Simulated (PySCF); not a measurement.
C2H4BNO2, SMILES OB1C=NCO1. Atoms are numbered in the order given.

```xyz
10

O     -0.1152    -2.1285     0.0000
B     -0.0650    -0.7788     0.0000
C     -1.2323     0.2796     0.0000
N     -0.7226     1.4613     0.0000
C      0.7145     1.3382     0.0000
O      1.0887    -0.0385     0.0000
H      0.7603    -2.5385     0.0000
H     -2.3237     0.1646     0.0000
H      1.1326     1.8338    -0.8937
H      1.1326     1.8338     0.8937
```

The structure is a stationary point at B3LYP-D3(BJ)/def2-SVP. This is a generated structure with no PubChem entry under its InChIKey; it may be hypothetical. The values are those of a single conformer.

Two levels are set side by side: PBE/pcSseg-1 (PySCF) and PBE0/pcSseg-1 (PySCF). GIAO shifts against BF3 (¹¹B), H2O (¹⁷O), NH3 (¹⁵N), TMS (¹H), TMS (¹³C) at the same level; non-relativistic, no solvent, atoms listed together averaged. Differences are taken from unrounded values.

| quantity | PBE0 | PBE | PBE minus PBE0 |
|---|---|---|---|
| δ(¹⁷O) of O1 (ppm) | 96.5 | 105.6 | 9.2 |
| δ(¹¹B) of B2 (ppm) | 15.5 | 14.7 | -0.7 |
| δ(¹³C) of C3 (ppm) | 181.4 | 177.4 | -4.0 |
| δ(¹⁵N) of N4 (ppm) | 471.7 | 464.5 | -7.1 |
| δ(¹³C) of C5 (ppm) | 100.8 | 103.9 | 3.1 |
| δ(¹⁷O) of O6 (ppm) | 198.5 | 217.4 | 18.9 |
| δ(¹H) of H7 (ppm) | 4.68 | 4.66 | -0.01 |
| δ(¹H) of H8 (ppm) | 8.72 | 8.57 | -0.15 |
| δ(¹H) of H9, H10 (ppm) | 6.04 | 6.16 | 0.12 |

Rough cost on one machine, each run with all the roots and properties that it gave: PBE0 against PBE within a factor of 2.
